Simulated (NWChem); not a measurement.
Species: SbHOF2; SMILES [OH][Sb]([F])[F]

```xyz
5

Sb     0.0001     0.0271     0.3620
F     -1.3963    -0.8859    -0.6060
F      1.3923    -0.8922    -0.6062
O      0.0035     1.6449    -0.7333
H      0.0025     1.4616    -1.6837
```
Atoms are numbered in this order, from 1.

Structure relaxed at the PBE0/def2-SVP level. Not confirmed as a minimum by frequencies. def2 effective core potentials on Sb; no spin-orbit coupling.

**Question.** List the 4 lowest vertical singlet excitations from CAM-B3LYP/def2-SVPD with def2 effective core potentials on Sb, TDA (NWChem).

**Answer.** 
```
state  energy (eV)  oscillator strength  leading excitation (squared amplitude)
-----  -----------  -------------------  --------------------------------------
S1            6.95                0.087                      HOMO → LUMO (0.81)
S2            7.16                0.064                    HOMO → LUMO+1 (0.51)
S3            7.22                0.025                  HOMO−1 → LUMO+1 (0.88)
S4            7.48                0.134                    HOMO−1 → LUMO (0.41)
```
